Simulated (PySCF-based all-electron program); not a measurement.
Forces on B4H10, singlet by several functionals

Calculated with an in-house all-electron program built on PySCF, in large uncontracted Gaussian sets near the basis limit; the spin-free Dirac equation, no spin–orbit coupling, spin-restricted. Forces are good to about 0.005 eV/Å. Atoms are numbered as listed.

```xyz
14

B     0.3835    0.8129    0.0709
B    -0.4695   -0.0795   -1.4372
B     0.3647   -0.8006   -0.0765
B    -0.4830    0.0695    1.4275
H     1.5869    1.2211    0.0691
H     1.4337   -1.1340   -0.0244
H     0.0362    0.0628   -2.4088
H    -1.7423   -0.0113   -1.5009
H     0.1930   -0.1618    2.4799
H    -1.7444   -0.0374    1.4761
H     0.1603    1.0837   -1.2317
H     0.0629    1.4266    1.2189
H     0.1702   -1.3511   -1.0790
H     0.0478   -1.1008    1.0162
```

PBE forces:

```tsv
atom	Fx	Fy	Fz (eV/Å)
B1	2.208	2.236	-1.576
B2	-2.261	0.725	2.239
B3	0.061	0.886	2.054
B4	-0.183	-0.867	0.937
H5	-1.272	-0.304	-0.044
H6	2.090	-0.571	0.167
H7	1.312	-0.327	-2.683
H8	1.565	-0.207	0.477
H9	-0.821	0.638	-0.808
H10	1.466	0.341	-0.230
H11	-0.668	1.330	0.886
H12	-0.749	-0.861	-1.103
H13	-1.551	-0.758	-1.610
H14	-1.196	-2.260	1.295
```

Q: What forces does r2SCAN give?

A: The forces move by 0.197 eV/Å (r.m.s. over the atoms) from PBE.

```
atom      Fx      Fy  Fz (eV/Å)
  B1   2.441   2.324     -1.688
  B2  -2.300   0.824      2.037
  B3   0.271   0.781      2.199
  B4  -0.225  -0.965      1.116
  H5  -1.432  -0.366     -0.042
  H6   1.944  -0.502      0.162
  H7   1.250  -0.391     -2.539
  H8   1.746  -0.226      0.524
  H9  -0.909   0.691     -0.951
 H10   1.650   0.370     -0.260
 H11  -0.744   1.321      1.022
 H12  -0.806  -0.975     -1.231
 H13  -1.639  -0.637     -1.501
 H14  -1.246  -2.249      1.153
```
